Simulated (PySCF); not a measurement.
## Computed properties of C₂H₆BF₂N, SMILES CCNB(F)F

C2H6BF2N, SMILES FB(NCC)F. The structure is a stationary point at PBE0-D3(BJ)/def2-SVP. The structure was generated by enumeration, and PubChem lists no compound with its InChIKey, so it may never have been made. The values are those of a single conformer. All values are computed for the isolated molecule unless a solvent is named; none is compared with measurement here.

**Structure.** All 30 harmonic modes at PBE0-D3(BJ)/def2-SVP (PySCF) are real, so it is a minimum. With heavy atoms numbered as in [CH3:1][CH2:2][NH:3][B:4]([F:5])[F:6], the shortest bond between them is B4–F6 at 1.331 Å and the longest C1–C2 at 1.520 Å.

**Vibrations.** The strongest infrared lines (harmonic, unscaled, degenerate partners summed) lie at 1607 cm⁻¹ (545 km/mol, B 42 %, N 38 %, H 15 %), 1451 cm⁻¹ (193 km/mol, B 46 %, H 38 %, F 11 %), 1339 cm⁻¹ (121 km/mol, H 73 %, B 16 %). The softest mode is at 54 cm⁻¹ and the zero-point energy is 59.1 kcal/mol.

**Electronic structure.** B3LYP/def2-TZVP (PySCF) places the frontier levels at -7.57 and 0.40 eV, a gap of 7.97 eV, and gives a dipole moment of 2.78 D and a mean polarisability of 46.7 bohr³. PBE/def2-TZVP (PySCF) at the same geometry gives -6.38 and -0.04 eV, so its gap is 1.63 eV narrower. An orbital gap is neither the optical nor the fundamental gap.

**Excitations.** TDDFT-PBE0/def2-SVPD (PySCF) has S1 at 6.90 eV (180 nm, f = 0.018, weak); the most intense of the 10 singlets computed lies at 8.83 eV (f = 0.24). T1 (TDA) is at 6.69 eV. TDDFT-PBE/def2-SVPD (PySCF) puts S1 at 6.16 eV. No vertical singlet excitation falls in the visible range (under 3.1 eV).

**NMR.** GIAO shifts at PBE0/pcSseg-1 (PySCF) (non-relativistic, atoms alike by connectivity averaged): ¹³C from 22.9 to 39.2 ppm against TMS; ¹H from 1.4 to 3.2 ppm against TMS; ¹⁹F at -145.0 ppm against CFCl3; ¹¹B at 5.9 ppm against BF3.
